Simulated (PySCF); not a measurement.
These 2 structures share the formula C9H10. Level of theory: PBE0-D3(BJ)/def2-SVP geometry optimisation, gas phase (PySCF). One conformer each; no zero-point energy, no entropy. No frequencies were run at this level. Point groups hold within 0.08 Å.

Question: Order them by energy at this level, lowest first, and give relative energies in kcal/mol.
A. `[CH:1]#[C:2][C:3]#[C:4][CH2:5][C:6](=[CH2:7])[CH2:8][CH3:9]` with C4–C5–C6–C7 130°, C5–C6–C8–C9 -57°
B. `CC#C[C@@]12[C@H]3C[C@@H]1[C@@H]2C3`

Answer: B (0.0), A (11.4).

As drawn, the lower has a three-membered ring, a four-membered ring and a quaternary carbon, which the higher lacks; the higher has a C=C bond outside aromatic rings, which the lower lacks.

| SMILES | E (Eh) | E rel (kcal/mol) | dipole (D) | point group | A, B, C (MHz) |
| --- | --- | --- | --- | --- | --- |
| CC#C[C@@]12[C@H]3C[C@@H]1[C@@H]2C3 | -348.17991 | 0.0 | 0.24 | – | 4330, 918.8, 890.2 |
| C#CC#CCC(=C)CC | -348.16180 | 11.4 | 0.93 | C1 | 3001, 743.1, 658.0 |

Question: How do the relative energies change in single points at B3LYP/def2-SVPD (no added dispersion term) on the same geometries?

Answer: 
| SMILES | PBE0-D3(BJ)/def2-SVP (kcal/mol) | B3LYP/def2-SVPD (kcal/mol) | shift |
| --- | --- | --- | --- |
| CC#C[C@@]12[C@H]3C[C@@H]1[C@@H]2C3 | 0.0 | 6.6 | +6.6 |
| C#CC#CCC(=C)CC | 11.4 | 0.0 | -11.4 |

Each column counts from its own lowest isomer. C#CC#CCC(=C)CC becomes the lowest; the largest shift is 11.4 kcal/mol.

Question: As an exercise, what shares would exp(−E/RT) give at 2000 K from these electronic energies alone (no entropy, no degeneracies)?

Answer: RT = 3.974 kcal/mol: CC#C[C@@]12[C@H]3C[C@@H]1[C@@H]2C3 94.6 %, C#CC#CCC(=C)CC 5.4 %.
